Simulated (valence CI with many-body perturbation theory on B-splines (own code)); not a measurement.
Lu XXXVIII in brief

Computed by relativistic CI+MBPT: six valence electrons over a frozen Dirac-Fock core [Ar] 3d10, radial functions for each j: 9 s, 9 p, 8 d, 6 f, 3 g, 1 h, with the one-electron correlation potential Σ1, the two-electron term Σ2, the three-electron term Σ3, Breit, model QED; selected CI, second order for the rest, scaled by the run's own slope (own B-spline code, finite nucleus).

No measured spectrum was set against this ion. As an estimate, large intervals hold to a few tenths of a per cent, small ones and those within an open d or f shell to about a per cent. Among the levels kept, up to 630 cm⁻¹ of a level comes from second order outside the variational space, and about a tenth of that is noise between levels of different J, which matters for small intervals.

Levels are named by their leading jj configuration (3d3/2^4 stands for four electrons in 3d with j = 3/2), which in mixed levels can hold well under half, so a name can repeat and another be missing.

Rates and lifetimes use the calculated energies. Strong lines usually hold to 10 to 20 %, long lifetimes can be off by a factor of two.

Q: What is the ground level?

A: (4s^2 4p1/2^2 4p3/2^2) J=2, composition 69 % 4s2.4p4 3P + 29 % 4s2.4p4 1D, g = 1.348.

Q: How well does LS coupling describe the low levels?

A: Among the lowest 20 levels the leading LS term, summed over configurations, holds 51 % on average. For single configurations the figures are 47 % in LS and 87 % in jj coupling. Terms mix most in the J = 3 level at 1177900 cm⁻¹, where the leading one holds 28 %.

Q: Among levels below 2108000 cm⁻¹, which E1 lines absorb most strongly from the ground level?

A: to (4s^2 4p1/2 4p3/2^2 4d3/2) J=3 at 5.300 nm, f = 0.801; to (4s^2 4p1/2 4p3/2^2 4d3/2) J=2 at 5.310 nm, f = 0.580; to (4s^2 4p1/2^2 4p3/2 4d5/2) J=3 at 7.192 nm, f = 0.377.

Q: What is the ionisation energy?

A: 1697.9 eV; NIST lists 1696 ± 4 eV (theoretical).

Q: What are the static dipole polarisabilities of the lowest levels?

A: (4s^2 4p1/2^2 4p3/2^2) J=2 0.0498 (tensor 0.00038); (4s^2 4p1/2^2 4p3/2^2) J=0 0.0497 bohr³, of which the core gives 0.00260.

Q: Where does the other parity begin?

A: At (4s^2 4p1/2^2 4p3/2 4d3/2) J=2, 1148900 cm⁻¹.

Q: Name the longest-lived excited levels whose lifetime is computed, and their main decay.

A: (4s^2 4p1/2^2 4p3/2^2) J=0 at 66395 cm⁻¹ lives 200 ms, mostly by E2 to (4s^2 4p1/2^2 4p3/2^2) J=2; (4s^2 4p1/2^2 4p3/2 4d5/2) J=4 at 1291200 cm⁻¹ lives 42.7 μs, mostly by M1 to (4s^2 4p1/2^2 4p3/2 4d3/2) J=3; (4s^2 4p1/2 4p3/2^2 4d3/2) J=4 at 1770200 cm⁻¹ lives 1.50 μs, mostly by M1 to (4s^2 4p1/2^2 4p3/2 4d3/2) J=3.
